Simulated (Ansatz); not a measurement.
Ansatz (a first-principles code) input (CCSD(T)/aug-cc-pV(D+d)Z):
A basis named .json is the Basis Set Exchange file of that set.

Ansatz 0.2 input:
```yaml
crystal:
  periodic: [false, false, false]
  atoms:
    - {symbol: O, position_ang: [-0.35430591, 1.36020506, 0.13305980]}
    - {symbol: S, position_ang: [-0.23161050, -0.04337790, -0.35678804]}
    - {symbol: O, position_ang: [-0.87606018, -1.00492282, 0.56807944]}
    - {symbol: O, position_ang: [1.48814623, -0.30474803, -0.07230899]}
    - {symbol: H, position_ang: [1.64352704, 0.28977270, 0.67796676]}
basis:
  gaussian:
    orbitals: aug-cc-pV_D+d_Z.json
total_charge: -1
magnetization: {spin_polarized: false}
correlation: {method: ccsd_t, electrons: outside_noble_gas}
output: {forces: true}
```

Output:

```
Functional definition: HF
integrals: 0.17 GiB planned
1051 factors; integrals over basis functions are off by at most 7.8e-4 eV
mean field: 0.39 GiB planned
mean field evaluation 1: about -16941.6346 eV, gradient 4.4e1 eV
mean field evaluation 2: about -16941.6362 eV, gradient 4.4e1 eV
mean field evaluation 4: about -16945.5472 eV, gradient 4.4e0 eV
mean field evaluation 8: about -16945.5965 eV, gradient 1.4e-1 eV
mean field evaluation 16: about -16945.5870 eV, gradient 1.4e0 eV
mean field -16945.59661724 eV, -622.7391895457 hartree, gradient 2.1e-6 eV, S^2 0.000000; 0 other end points of the search recorded, 0 dependent functions left out
8 core orbitals not correlated
reference -16945.59661724 eV, -622.7391895457 hartree; 13, 13 occupied and 89, 89 virtual orbitals, 1051 factors
densities: 0.75 GiB planned
second order -21.18703474 eV of doubles, -0.00000000 eV of singles
coupled cluster: 0.52 GiB planned
cycle   1  -20.41776659 eV  change    7.7e-1 eV  update   1.5e-1
cycle   2  -21.09355962 eV  change   -6.8e-1 eV  update   5.0e-2
cycle   3  -21.26511856 eV  change   -1.7e-1 eV  update   2.7e-2
cycle   4  -21.25346212 eV  change    1.2e-2 eV  update   8.3e-3
cycle   5  -21.24524713 eV  change    8.2e-3 eV  update   4.4e-3
cycle   6  -21.24750602 eV  change   -2.3e-3 eV  update   1.6e-3
cycle   7  -21.24791883 eV  change   -4.1e-4 eV  update   6.3e-4
cycle   8  -21.24747460 eV  change    4.4e-4 eV  update   2.4e-4
cycle   9  -21.24745600 eV  change    1.9e-5 eV  update   9.7e-5
cycle  10  -21.24757606 eV  change   -1.2e-4 eV  update   4.3e-5
cycle  11  -21.24750061 eV  change    7.5e-5 eV  update   2.0e-5
cycle  12  -21.24750464 eV  change   -4.0e-6 eV  update   7.4e-6
perturbative correction -0.85633347 eV, -0.0314696746 hartree
the calculation of the forces begins
Total energy: -16967.70045535 eV, -623.5514906137 hartree
Atom 0 at    -0.354306     1.360205     0.133060 Å, force    -0.118177     1.403638     0.405283 eV/Å
Atom 1 at    -0.231610    -0.043378    -0.356788 Å, force     0.350225    -0.269998    -1.332831 eV/Å
Atom 2 at    -0.876060    -1.004923     0.568079 Å, force    -0.675644    -1.061209     0.875747 eV/Å
Atom 3 at     1.488146    -0.304748    -0.072309 Å, force     0.364537    -0.250940    -0.126797 eV/Å
Atom 4 at     1.643527     0.289773     0.677967 Å, force     0.079058     0.178509     0.178598 eV/Å
Dipole moment:     0.205477     0.047958    -0.129938 e Å
```
